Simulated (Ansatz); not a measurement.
Reaction (ligand exchange at the In–C bond): `C[C](C)(C)[In]([F])[Cl]` + HCl → `[F][In]([Cl])[Cl]` + `CC(C)C`

Gas-phase electronic energies from Ansatz, PBE0-D4/def2-TZVP geometries. CBS: MP2 limit from def2 TZ/QZ plus the TZ coupled-cluster correction, frozen cores. This one scheme is used for every species. Elements past krypton have def2 core potentials. For In outer-core shells are correlated without core-valence functions, which leaves a few kJ/mol of doubt a bond.

```csv
species,CCSD(T)/CBS(def2) energy (Eh)
`C[C](C)(C)[In]([F])[Cl]`,-907.11107
HCl,-460.38127
`[F][In]([Cl])[Cl]`,-1209.28900
`CC(C)C`,-158.24397
```

Question: Work out ΔE.

Answer: ΔE = (-1209.28900) + (-158.24397) − (-907.11107) − (-460.38127) = -0.04063 Eh = -1.11 eV.

Largest T1 diagnostic among the species: 0.014.

From PBE to PBE0 (25 % exact exchange), in def2-TZVPP and without D4, ΔE moves by −0.11 eV. Leaving LDA and LC-ωPBE aside and taking each functional with its dispersion term where it has one, the values, not all of them listed here, spread over 0.24 eV, from BHLYP-D4 to PBE-D4. LDA lies +0.16 eV from PBE without D4.
